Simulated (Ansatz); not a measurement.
Here is a job for Ansatz (a program for electronic structure).
Ansatz 0.2 input:
```yaml
crystal:
  periodic: [false, false, false]
  atoms:
    - {symbol: B, position_ang: [-0.00000000, -0.00000000, -1.16598762]}
    - {symbol: Cl, position_ang: [0.00000000, 0.00000000, 0.34293754]}
basis:
  gaussian:
    orbitals: cc-pVDZ
total_charge: 1
magnetization: {spin_polarized: true, initial_magnetization: 1}
correlation: {method: mp2}
```

What does this run give for the SCF-reference <S^2>, MP2 correlation energy, total energy, number of basis functions?


```
Property                            Value
-------------------------  --------------
SCF-reference <S^2>                 0.761
MP2 correlation energy         -0.1715 Eh
total energy               -13169.6098 eV
number of basis functions              32
```
